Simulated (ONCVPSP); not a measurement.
Building the ONCV potential for nitrogen (PW91, non-relativistic).

- Element: N
- Generator: ONCVPSP 4.0.1
- Type: optimised norm-conserving Vanderbilt (ONCV)
- Functional: PW91
- Relativity: non-relativistic
- Frozen core: [He]
- Valence charge: 5
- Reference configuration: 2s2 2p2 (charge +1)
- Partial waves: 2s: rc 1.05 bohr, ncon 3, nbas 8, qcut 5.9 1/bohr, 1 projector; 2p: rc 1.45 bohr, ncon 3, nbas 6, qcut 10.3 1/bohr, 2 projectors, debl 3.5 Ha; d scattering state at 0.46 Ha: rc 1.40 bohr, ncon 4, nbas 7, qcut 7.3 1/bohr, 2 projectors, debl 1.3 Ha
- Local potential: polynomial inside 0.75 bohr (lpopt 4, dvloc0 3 Ha)
- Core correction: Teter function, fcfact 5.75, rcfact 1.3

(1) Estimate the cutoffs (Ha) at which the residual kinetic energy of the hardest occupied pseudo-wave falls to 1 and 0.1 mHa per electron.

(2) Does the potential have ghost states?

(3) Which valence shell sets the plane-wave cutoff?

(4) Tests: 2s2 2p3; 2s2 2p1; 2s2 2p0; 2s1 2p3. Which has the largest error in its energy relative to the reference configuration, and how large is it?

Results:

(1) 37 Ha and 175 Ha.

(2) No bound ghost flagged; no localised positive-energy state flagged.

(3) 2s: 37 Ha for 1 mHa per electron, against 32 Ha for 2p.

(4) 2s2 2p0, with +433 meV (all-electron minus pseudo) on +76.15 eV.
